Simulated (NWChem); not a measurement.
System: C$_{3}$H$_{5}$ClF$_{2}$; SMILES F[C@H]([C@H](F)Cl)C

```xyz
11

C     -1.0248    -1.6989    -0.6449
C      0.2836    -1.0683    -0.2083
F      0.4507    -1.2224     1.1583
C      0.4064     0.4141    -0.5646
F      1.6501     0.8679    -0.2349
Cl    -0.8367     1.4052     0.2833
H     -1.8736    -1.1887    -0.1500
H     -1.0337    -2.7684    -0.3610
H     -1.1557    -1.6275    -1.7432
H      1.1479    -1.5633    -0.7127
H      0.2404     0.5689    -1.6526
```
Atoms are numbered in this order, from 1.

All runs: NWChem. Structure relaxed at the PBE-D3(BJ)/def2-SVP level.

Predict the results for PBE/aug-pcseg-1. Quantities: highest occupied level (eV); orbital gap (eV); dipole (D).


```json
{
  "highest occupied level (eV)": "-7.46",
  "orbital gap (eV)": "6.49",
  "dipole (D)": "3.14"
}
```
